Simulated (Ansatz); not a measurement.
Born–Oppenheimer molecular dynamics of CH₇BFN (11 atoms, charge 0, multiplicity 1). It starts at the highest image of a converged band. Of that band: Beside the main top the profile has a ripple of under 15 meV (maxima at images 3, 5), which may be a very shallow well or noise. Neighbouring images differ by up to 1.3 eV, so the band resolves the path poorly. A vibrational analysis at the climbing image gives one clearly imaginary mode, 1236i cm⁻¹: a first-order saddle point.

Computed with Ansatz 0.2.0, RKS PBE-D4/def2-SVP.

```yaml
ensemble: NVE (velocity Verlet)
time_step: 0.5 fs
steps_asked: 200
starting_velocities_drawn_for: 100 K
seed: 3897
```

First frame:

```xyz
11
Properties=species:S:1:pos:R:3
B -0.024 0.212 0.162
N 0.063 0.165 1.738
H -0.786 -0.167 2.206
H 0.915 -0.206 2.169
C 1.358 0.040 -0.602
H 1.685 -1.021 -0.532
H 1.259 0.283 -1.679
H 2.172 0.669 -0.187
F -1.151 -0.403 -0.332
H -0.324 1.638 0.127
H -0.144 1.345 1.104
```

(1) How far do the bonds stretch over the last three quarters of this one trajectory? (Pairs bonded in most of those frames.)

## Answers

(1) 
```
   bond  mean (Å)  spread (Å)  shortest  longest
  B1–N2     1.417       0.024      1.39     1.47
  B1–C5     1.582       0.021      1.55     1.62
  B1–F9     1.361       0.025      1.31     1.40
  N2–H3     1.025       0.006      1.01     1.04
  N2–H4     1.023       0.006      1.01     1.04
  C5–H6     1.116       0.008      1.10     1.13
  C5–H7     1.110       0.008      1.09     1.12
  C5–H8     1.110       0.014      1.08     1.14
H10–H11     0.769       0.005      0.76     0.78
```

Mean temperature of the second half: 1093 K. The conserved energy stayed within 0.039 meV per atom of its start (net change 0.0074 meV per atom), so the integration is sound. The kinetic energy rose, since the run started high on the potential surface and went downhill. It ends in pieces (CH5BFN + H2), so much of that is their flight and rotation, not heat. A run of 0.1 ps of so small a system gives no equilibrium averages. The orbitals stay closed-shell, which can raise the energy where a bond breaks towards radicals; this wasn't checked here.

Time of the run: 4.4 min on 2 threads of Arm Neoverse V1 (shared host), peak memory 0.12 GiB.
